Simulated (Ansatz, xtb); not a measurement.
**Two isomers of C3H7BO**

Structure a: `B/C=C/OC`, a singlet. Structure b: `B/C=C\OC`, a singlet. Both are isolated molecules in the gas phase, relaxed with r2SCAN-D4/def2-SVP; the shapes shown needn't be the lowest conformers.

a (Å):

```xyz
12

C    -0.4398   -0.5605    1.0398
C    -0.7579   -0.8109   -0.2641
C     1.3744   -0.3416   -1.1595
B    -1.5174   -0.7211    2.0976
O     0.0201   -0.7336   -1.3397
H    -1.2942   -0.5127    3.2683
H    -2.6309   -1.0668    1.7632
H     0.5825   -0.2509    1.2856
H    -1.7697   -1.1229   -0.5512
H     1.8306   -0.3418   -2.1566
H     1.4347    0.6680   -0.7209
H     1.9044   -1.0537   -0.5057
```

b (Å):

```xyz
12

C    -0.1145   -0.0368   -1.6514
C     0.8833   -0.5873   -0.9042
C     1.8335   -1.6943    0.9292
B    -1.5867   -0.0010   -1.2557
O     0.6876   -1.1681    0.2790
H    -1.9607   -0.4812   -0.2112
H    -2.4006    0.5127   -1.9901
H     0.2391    0.3946   -2.5954
H     1.9343   -0.5843   -1.2424
H     1.4890   -2.1255    1.8770
H     2.5710   -0.9009    1.1391
H     2.3068   -2.4850    0.3224
```

**Question.** Estimate which is lower in electronic energy at CCSD(T)/def2-SVP + ΔMP2/def2-TZVPP, and by roughly how much.

**Answer.** The CCSD(T)/def2-SVP + ΔMP2/def2-TZVPP calculation puts structure a lower, by 5.9 kcal/mol.

How the difference moves with the method:

```json
{"level": "GFN2-xTB", "geometry": "GFN2-xTB", "E(b) − E(a) (kcal/mol)": "+4.1", "departure from the last row (kcal/mol)": "−1.9", "job, with rough time for the two": "optimisation, 0.33 s"}
{"level": "HF/STO-3G", "geometry": "GFN2-xTB", "E(b) − E(a) (kcal/mol)": "+3.3", "departure from the last row (kcal/mol)": "−2.6", "job, with rough time for the two": "single point, 0.8 s"}
{"level": "r2SCAN-D4/def2-SVP//GFN2-xTB", "geometry": "GFN2-xTB", "E(b) − E(a) (kcal/mol)": "+5.3", "departure from the last row (kcal/mol)": "−0.6", "job, with rough time for the two": "single point, 6.9 s"}
{"level": "r2SCAN-D4/def2-SVP", "geometry": "r2SCAN-D4/def2-SVP", "E(b) − E(a) (kcal/mol)": "+5.7", "departure from the last row (kcal/mol)": "−0.2", "job, with rough time for the two": "optimisation, 59 s"}
{"level": "HF/def2-SVP", "geometry": "r2SCAN-D4/def2-SVP", "E(b) − E(a) (kcal/mol)": "+5.0", "departure from the last row (kcal/mol)": "−0.9", "job, with rough time for the two": "part of the CCSD(T) run"}
{"level": "MP2/def2-SVP", "geometry": "r2SCAN-D4/def2-SVP", "E(b) − E(a) (kcal/mol)": "+5.9", "departure from the last row (kcal/mol)": "0.0", "job, with rough time for the two": "part of the CCSD(T) run"}
{"level": "CCSD(T)/def2-SVP", "geometry": "r2SCAN-D4/def2-SVP", "E(b) − E(a) (kcal/mol)": "+5.5", "departure from the last row (kcal/mol)": "−0.5", "job, with rough time for the two": "single point"}
{"level": "CCSD(T)/def2-SVP + ΔMP2/def2-TZVPP", "geometry": "r2SCAN-D4/def2-SVP", "E(b) − E(a) (kcal/mol)": "+5.9", "departure from the last row (kcal/mol)": "", "job, with rough time for the two": "single point, 62 s"}
```

As drawn, both hold the same kinds of bond in the same numbers.

The levels shown agree on the order. The largest departure from CCSD(T)/def2-SVP + ΔMP2/def2-TZVPP is that of HF/STO-3G, 2.6 kcal/mol. The last row adds to CCSD(T) the change of the MP2 difference between the two basis sets, here +0.5 kcal/mol.

With harmonic frequencies from r2SCAN-D4/def2-SVP (ideal gas, rigid rotor, one conformer each, 298.15 K, 1 atm): on the last row, ΔE + ΔZPE = +5.3 kcal/mol. A mode under 50 cm⁻¹ makes harmonic enthalpies and free energies unreliable, so none is given.

The correlated steps freeze 5 core orbitals. Codes used: Ansatz 0.2.0, xtb 6.7.1; the last row on 2 threads of AMD EPYC (Zen 3) on a shared host.
